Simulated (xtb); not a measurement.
C4H9S (SMILES [CH2]C(C)(C)S), doublet, from a rough starting geometry; xtb with GFN2-xTB.

The xtb input:
```
$ xtb mol.xyz --gfn 2 --uhf 1 --opt vtight --json

# file mol.xyz
14

C      0.43543705     0.84671791     1.21914607
C      0.15980393     0.07786853     0.02959185
C     -0.96761556    -1.01346088     0.17204301
C      1.26014429    -0.30653255    -0.83814234
S     -0.80185069     1.53771245    -1.06623309
H     -0.28806150     0.89049760     1.97641245
H      1.30613291     1.35666322     1.22416803
H     -0.54665673    -1.92900540     0.66756848
H     -1.38575141    -1.28930272    -0.79172941
H     -1.76402596    -0.64186624     0.82697802
H      0.86411778    -0.67762625    -1.79068666
H      1.77475045    -1.14836815    -0.33868120
H      1.95935114     0.47354707    -0.96279323
H     -1.90591066     1.61525904    -0.26067863
```

### Question
Predict the main parts of the log of this xtb run.

### Answer

```
   ID    Z sym.   atoms
    1    6 C      1-4
    2   16 S      5
    3    1 H      6-14

           -------------------------------------------------
          |                Calculation Setup                |
           -------------------------------------------------

           -------------------------------------------------
          |                 G F N 2 - x T B                 |
           -------------------------------------------------

          ...................................................
          :                      SETUP                      :
          :.................................................:
          :  # basis functions                  35          :
          :  # atomic orbitals                  34          :
          :  # shells                           20          :
          :  # electrons                        31          :
          :  max. iterations                   250          :
          :  Hamiltonian                  GFN2-xTB          :
          :  restarted?                      false          :
          :  GBSA solvation                  false          :
          :  PC potential                    false          :
          :  electronic temp.          300.0000000     K    :
          :  accuracy                    1.0000000          :
          :  -> integral cutoff          0.2500000E+02      :
          :  -> integral neglect         0.1000000E-07      :
          :  -> SCF convergence          0.1000000E-05 Eh   :
          :  -> wf. convergence          0.1000000E-03 e    :
          :  Broyden damping             0.4000000          :
          :  net charge                          0          :
          :  unpaired electrons                  1          :
          ...................................................

 iter      E             dE          RMSdq      gap      omega  full diag
   1    -16.4768950 -0.164769E+02  0.359E+00    3.23       0.0  T
   2    -16.5168778 -0.399828E-01  0.200E+00    3.09       1.0  T
   3    -16.5231811 -0.630333E-02  0.121E+00    3.08       1.0  T
   4    -16.5265784 -0.339721E-02  0.323E-01    3.14       1.0  T
   5    -16.5265913 -0.129289E-04  0.248E-01    3.04       1.0  T
   6    -16.5268015 -0.210177E-03  0.723E-02    3.10       1.0  T
   7    -16.5268299 -0.284740E-04  0.256E-02    3.08       1.0  T
   8    -16.5268309 -0.951657E-06  0.460E-03    3.08       5.8  T
   9    -16.5268309 -0.195309E-07  0.201E-03    3.08      13.3  T
[...]
 * total energy  :   -16.3086396 Eh     change       -0.1487166E-10 Eh
 * total energy  :   -16.3188427 Eh     change       -0.1020311E-01 Eh
 * total energy  :   -16.3203282 Eh     change       -0.1485430E-02 Eh
 * total energy  :   -16.3204797 Eh     change       -0.1515775E-03 Eh
 * total energy  :   -16.3205442 Eh     change       -0.6441116E-04 Eh
 * total energy  :   -16.3205614 Eh     change       -0.1724970E-04 Eh
 * total energy  :   -16.3205712 Eh     change       -0.9813803E-05 Eh
 * total energy  :   -16.3205807 Eh     change       -0.9532807E-05 Eh
 * total energy  :   -16.3205873 Eh     change       -0.6564515E-05 Eh
 * total energy  :   -16.3205885 Eh     change       -0.1150735E-05 Eh
 * total energy  :   -16.3205887 Eh     change       -0.1981381E-06 Eh
 * total energy  :   -16.3205887 Eh     change       -0.4429822E-07 Eh
   *** GEOMETRY OPTIMIZATION CONVERGED AFTER 12 ITERATIONS ***
         :: total energy             -16.320588706807 Eh    ::
[...]

 Mol. C6AA /au·bohr⁶  :       2039.600085
 Mol. C8AA /au·bohr⁸  :      56378.912575
 Mol. α(0) /au        :         70.735804

Wiberg/Mayer (AO) data.
largest (>0.10) Wiberg bond orders for each atom

 ---------------------------------------------------------------------------
     #   Z sym  total        # sym  WBO       # sym  WBO       # sym  WBO
 ---------------------------------------------------------------------------
     1   6 C    3.545 --     2 C    1.250     6 H    0.981     7 H    0.981
                             5 S    0.292
     2   6 C    3.964 --     1 C    1.250     3 C    1.010     4 C    1.005
                             5 S    0.689
     3   6 C    3.994 --     2 C    1.010    10 H    0.984     9 H    0.983
                             8 H    0.974
     4   6 C    3.994 --     2 C    1.005    11 H    0.984    13 H    0.983
                            12 H    0.976
     5  16 S    2.007 --    14 H    0.967     2 C    0.689     1 C    0.292
     6   1 H    0.999 --     1 C    0.981
     7   1 H    0.998 --     1 C    0.981
     8   1 H    0.998 --     3 C    0.974
     9   1 H    0.997 --     3 C    0.983
    10   1 H    0.998 --     3 C    0.984
    11   1 H    0.997 --     4 C    0.984
    12   1 H    0.998 --     4 C    0.976
    13   1 H    0.997 --     4 C    0.983
    14   1 H    0.976 --     5 S    0.967
 ---------------------------------------------------------------------------

Topologies differ in total number of bonds
Writing topology from bond orders to xtbtopo.mol

molecular dipole:
                 x           y           z       tot (Debye)
 q only:       -0.004      -0.550       0.433
   full:       -0.040      -0.609       0.639       2.246
molecular quadrupole (traceless):
                xx          xy          yy          xz          yz          zz
 q only:        2.733      -0.027      -1.184      -1.607       2.692      -1.549
  q+dip:        3.603       0.536      -1.774      -2.399       4.460      -1.829
   full:        3.737      -0.190      -1.761      -2.493       3.779      -1.976

optimized geometry written to: xtbopt.xyz

           -------------------------------------------------
          | TOTAL ENERGY              -16.320588706807 Eh   |
          | GRADIENT NORM               0.000058921016 Eh/α |
          | HOMO-LUMO GAP               3.257672024954 eV   |
           -------------------------------------------------

normal termination of xtb
```
